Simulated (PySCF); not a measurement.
CH4Cl2Ge, SMILES [Cl][GeH]([CH3])[Cl]. Coordinates come from a PBE0-D3(BJ)/def2-SVP optimisation.

Calculation: PySCF with PBE0-D3(BJ)/def2-SVP.

Harmonic wavenumbers (cm⁻¹): 114, 145, 159, 180, 418, 437, 629, 658, 714, 819, 853, 1257, 1421, 1425, 2191, 3073, 3191, 3198. Rotational constants (GHz): 3.542, 2.103, 1.509; symmetry number 1.

**Question.** Work out the zero-point energy and the ideal-gas rigid-rotor harmonic-oscillator thermochemistry at 298.15 K and 1 atm.

**Answer.** ZPE = ½ Σ hcν = ½ × 20883 cm⁻¹ = 29.85 kcal/mol. H − E(el) = 34.54 kcal/mol. Entropy in cal/(mol K): translation 41.11, rotation 27.75, vibration 14.04, total 82.90. G − E(el) = 9.82 kcal/mol. Cp = 22.62 cal/(mol K). Modes under 150 cm⁻¹ make the vibrational entropy uncertain.
